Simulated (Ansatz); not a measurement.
Two shapes of singlet AlCl₄(-).

Shape 1:

```xyz
5

Al   -0.0487   -0.0071   -0.0089
Cl    1.2104    1.2526    1.2165
Cl    1.2018   -1.2663   -1.2481
Cl   -1.2303    1.2710   -1.2078
Cl   -1.2438   -1.2684    1.2029
```

Shape 2:

```xyz
5

Al   -0.0612    0.0088    0.0310
Cl    1.1988    1.2459    1.1739
Cl    1.1652   -1.2503   -1.2682
Cl   -1.2037    1.2913   -1.1782
Cl   -1.2480   -1.3010    1.1726
```

Basis set: 6-31G (spherical functions). Frozen core: 25 orbitals. Charge -1, multiplicity 1.

Computed with Ansatz (development build ahead of 0.2.0); each method stands on the lowest determinant of its kind that the runs found.

(1) Which shape is lower in energy, and by how much in each method?

## Answers

(1)

```json
{"method": "RHF", "E(2) − E(1) (eV)": "0.169"}
{"method": "RHF-MP2", "E(2) − E(1) (eV)": "0.187"}
```

Shape 1 is lower. Caution: no diffuse functions for an anion.
